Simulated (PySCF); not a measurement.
## Working out the excitation energy of B

B [He] 2s2 2p1 (2P) → B [He] 2s1 2p1 3s1 (4P). All numbers are calculated (PySCF 2.14, the spin-free X2C one-electron Hamiltonian (Gaussian nucleus), in aug-cc-pCVTZ-DK). Frozen: nothing. Energies in hartree (1 hartree = 27.21139 eV):

```json
{"part": "UHF", "B (lower)": "-24.538927", "B (upper)": "-24.242070"}
{"part": "CCSD correlation", "B (lower)": "-0.110919", "B (upper)": "-0.055703"}
{"part": "(T)", "B (lower)": "-0.001731", "B (upper)": "-0.000179"}
```

Task: What does Hartree-Fock give?

Result: (-24.242070) − (-24.538927) = 0.296857 hartree = 8.078 eV.

Task: What do CCSD and CCSD(T) give?

Result: The CCSD correlation energies differ by 0.055216 hartree = 1.503 eV and the triples by 0.001552 hartree = 0.042 eV, so CCSD gives 9.581 eV and CCSD(T) 9.623 eV.

The upper state lies above the first ionisation limit, but in LS coupling its spin forbids autoionisation to the ground ion. A Rydberg-like electron needs more diffuse functions than a valence basis has.
